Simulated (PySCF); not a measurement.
## Polarisability and C₆ of Hf⁺ (hafnium, charge +1)

[Xe] 4f14 5d2 6s1, high-spin 4F determinant (an excited configuration). Calculation: PySCF 2.14, in aug-cc-pwCVTZ-PP with ECP60MDF (8s8p7d4f3g, 122 functions); scalar relativity through the core potential. Coupled (time-dependent) response in atomic units; α is the mean over directions.

| method | mean α (bohr³) | C₆ (like pair) | S(−4) |
| --- | --- | --- | --- |
| wB97X-V | 57.67 | 506.5 | 1974 |

S(−4) is the Cauchy moment in α(ω) = α(0) + S(−4) ω² + …

Spin-orbit coupling is absent.

α(iu) at wB97X-V:

```
u (hartree)  α(iu) (bohr³)
          0          57.67
     0.0500          53.21
      0.100          43.76
      0.200          27.46
      0.300          18.50
      0.500          10.61
      0.750          6.694
       1.00          4.776
       1.50          2.871
       2.00          1.927
       3.00          1.029
       5.00         0.4238
```

A single London oscillator, α(iu) = α/(1 + u²/ω²), gives C₆ = (3/4) ω α². Matching the computed C₆ needs ω = 4 × 506.5 / (3 × 57.67²) = 0.203 hartree.

For an ion, C₆ is the dispersion term alone; charge-induced terms of lower order in 1/R come first.

Energies and moments cover only the electrons outside the core potential. Spin-orbit coupling, absent here, splits the open shell strongly.
